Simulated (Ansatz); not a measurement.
Geometry optimisation, Ansatz 0.2.0, DFT LDA, scalar-relativistic, plane waves, PAW.

input.yaml

```yaml
crystal:
  lattice:
    - [0.0, 5.43, 5.43]
    - [5.43, 0.0, 5.43]
    - [5.43, 5.43, 0.0]
  atoms:
    - { symbol: Si, position: [0.0, 0.0, 0.0] }
    - { symbol: Si, position: [0.125, 0.125, 0.125] }
    - { symbol: Si, position: [0.0, 0.0, 0.5] }
    - { symbol: Si, position: [0.125, 0.125, 0.625] }
    - { symbol: Si, position: [0.0, 0.5, 0.0] }
    - { symbol: Si, position: [0.125, 0.625, 0.125] }
    - { symbol: Si, position: [0.0, 0.5, 0.5] }
    - { symbol: Si, position: [0.125, 0.625, 0.625] }
    - { symbol: Si, position: [0.5, 0.0, 0.0] }
    - { symbol: Si, position: [0.625, 0.125, 0.125] }
    - { symbol: Si, position: [0.5, 0.0, 0.5] }
    - { symbol: Si, position: [0.625, 0.125, 0.625] }
    - { symbol: Si, position: [0.5, 0.5, 0.0] }
    - { symbol: Si, position: [0.625, 0.625, 0.125] }
    - { symbol: Si, position: [0.5, 0.5, 0.5] }
    - { symbol: Si, position: [0.625, 0.625, 0.625] }
    - { symbol: Si, position: [0.37754879, 0.86804401, 0.37492497] }
basis:
  ecutwfc: 420.0
kpoints:
  mp_grid: { grid: [2, 2, 2] }
hamiltonian:
  xc: lda
  pseudopotentials: { kind: paw, azcp: { folder: soft_1 } }
scf:
  occupations: { method: fermi_dirac, width: 0.02 }
  lower_state_search: "off"
relax:
  f_tol: 0.03
  max_steps: 60
  adjacent_minimum: "off"
```

Launched with:

```bash
$ ansatz run input.yaml --threads 1 --pin off --max-ram 3072MiB --backend cpu --events-out ev --progress --plain --runs-dir out
```

**Question.** Where does it end, and by what steps?

**Answer.** The run converged. The force dipped under the threshold on the way, but the program's further checks kept it going. Limits of this set-up: PAW files made for another functional. After 3 steps the energy has fallen by 0.113 eV; Si15 moved furthest, 0.04 Å.

| step | energy less start (eV) | largest force component (eV/Å) | accepted |
| --- | --- | --- | --- |
| 0 | 0.0000 | 0.612 | yes |
| 1 | -0.0976 | 0.233 | yes |
| 2 | -0.1126 | 0.024 | yes |
| 3 | -0.1126 | 0.024 | yes |

```xyz
17
Lattice="0.0000 5.4300 5.4300 5.4300 0.0000 5.4300 5.4300 5.4300 0.0000" Properties=species:S:1:pos:R:3
Si -0.004 0.004 -0.004
Si 1.356 1.324 1.358
Si 2.733 2.696 -0.021
Si 4.106 4.072 1.357
Si 2.718 0.005 2.719
Si 4.073 1.358 4.073
Si 5.425 2.711 2.718
Si 6.785 4.075 4.037
Si -0.023 2.695 2.735
Si 1.356 4.072 4.106
Si 2.732 5.449 2.732
Si 4.066 6.789 4.069
Si 2.718 2.711 5.425
Si 4.036 4.074 6.786
Si 5.404 5.454 5.405
Si 6.785 6.822 6.785
Si 6.782 4.074 6.784
```

The run took 16 s on 1 thread of Arm Neoverse V2 (shared host), peak memory 0.45 GiB.
